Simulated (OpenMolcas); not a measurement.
N IV: RASPT2 settings compared

| Quantity | Value |
| --- | --- |
| Program | OpenMolcas 26.06 |
| Basis | ANO-RCC-VDZP [3s2p1d] |
| Scalar Hamiltonian | DKH4, point nucleus |
| Active space | 2 electrons in 9 orbitals (RAS2 2s 2p; RAS3 3d, at most 2 electrons) |
| State averaging | 2S+1 = 1 even, 7 roots; 2S+1 = 3 even, 3 roots kept (CI in the orbitals of an earlier block); 2S+1 = 1 odd, 3 roots; 2S+1 = 3 odd, 3 roots kept (CI in the orbitals of an earlier block) |
| Spin-orbit coupling | RASSI with atomic mean-field integrals over the reference wave functions, term energies averaged over their components |

Methods on the same reference wave functions:
A. RASSCF
B. SS-RASPT2, IPEA 0.3 Eh, sigma2 regulariser 0.2 Eh (closed shells correlated: 1s)
C. SS-RASPT2, IPEA 0.6 Eh, sigma2 regulariser 0.25 Eh (closed shells correlated: 1s)
D. SS-RASPT2, IPEA 0.1 Eh, imaginary shift 0.3 Eh (closed shells correlated: 1s)
E. MS-RASPT2, IPEA 0.3 Eh, sigma2 regulariser 0.2 Eh (closed shells correlated: 1s)
F. MS-RASPT2, IPEA 0.1 Eh, imaginary shift 0.3 Eh (closed shells correlated: 1s)

Energies in cm-1 above 2s2 1S0, the measured ground level; measured values from Moore, Selected Tables of Atomic Spectra, NSRDS-NBS 3, section 4.

| Level | A | B | C | D | E | F | Measured |
| --- | --- | --- | --- | --- | --- | --- | --- |
| 2s2 1S0 | 0.0 | 0.0 | 0.0 | 0.0 | 0.0 | 0.0 | 0.0 |
| 2s 2p 3P* 0 | 68017 | 67394 | 67404 | 67387 | 67395 | 67388 | 67209 |
| 2s 2p 3P* 1 | 68080 | 67457 | 67467 | 67450 | 67458 | 67451 | 67272 |
| 2s 2p 3P* 2 | 68206 | 67583 | 67593 | 67577 | 67584 | 67578 | 67416 |
| 2s 2p 1P* 1 | 134012 | 133804 | 133810 | 133801 | 133805 | 133802 | 130694 |
| 2p2 3P0 | 177131 | 176812 | 176827 | 176802 | 176813 | 176803 | 175535 |
| 2p2 3P1 | 177194 | 176875 | 176890 | 176865 | 176876 | 176866 | 175608 |
| 2p2 3P2 | 177319 | 177000 | 177014 | 176990 | 177001 | 176991 | 175733 |
| 2p2 1D2 | 191362 | 191209 | 191211 | 191207 | 191210 | 191208 | 188882 |
| 2p2 1S0 | 243868 | 241642 | 241704 | 241611 | 241644 | 241612 | 235369 |

Deviations, from unrounded energies. A percentage is the sum of absolute deviations over the sum of measured energies, with the sign that they share, or ± where signs differ.

```csv
Against measurement,Levels,A,B,C,D,E,F
mean absolute deviation (cm-1),9,2400,1800,1800,1800,1800,1800
other configurations (%),9,+1.7,+1.3,+1.3,+1.2,+1.3,+1.2
```

B, C, D, E, F lie about equally close to measurement and A furthest from it. The largest miss of D in the table is 2p2 1S0, by +6200 cm-1. The ranking rests on the paired levels alone, and a cruder setting can come out closer through cancelling errors.

Among B to F the level of the table that moves most is 2p2 1S0, by 93 cm-1 (lowest in D, highest in C).

The lowest spin-free term lies below A's lowest term by 0.002 hartree in B, 0.002 hartree in C, 0.002 hartree in D, 0.002 hartree in E, 0.002 hartree in F.

Terms from blocks run as CI alone lack orbitals of their own. Active for correlation alone: 3d; no level in the range computed is led by a configuration that fills it, so any true level of that kind is missing. The basis is small and was not contracted for so high a charge. Computed and measured levels are paired by configuration, term and J; levels that our copy of the source lacks, or whose pairing is in doubt (as where it misses far off the trend of its configuration), stay unpaired and out of the deviations. Levels of configurations outside the active space are missing.

* marks odd parity.
